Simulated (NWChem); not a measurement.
Molecule: silicon monosulfide (SiS, singlet); SMILES [Si]=S

Results from NWChem. Low-valent species are run as closed-shell singlets; no triplet was tried in these runs. Coordinates come from a PBE0/def2-SVP optimisation. Solvent water, SMD (1 M gas to 1 M solution), gas-phase geometry. Reactions with the solvent are ignored.

Task: Estimate the computed values for M06-2X/aug-pcseg-1. Quantities: solvation free energy (kcal/mol); cavity-dispersion-structure term (kcal/mol); dipole in solution (D).

Result: 
| Quantity | Value |
|---|---|
| solvation free energy (kcal/mol) | -2.4 |
| cavity-dispersion-structure term (kcal/mol) | -0.4 |
| dipole in solution (D) | 2.80 |
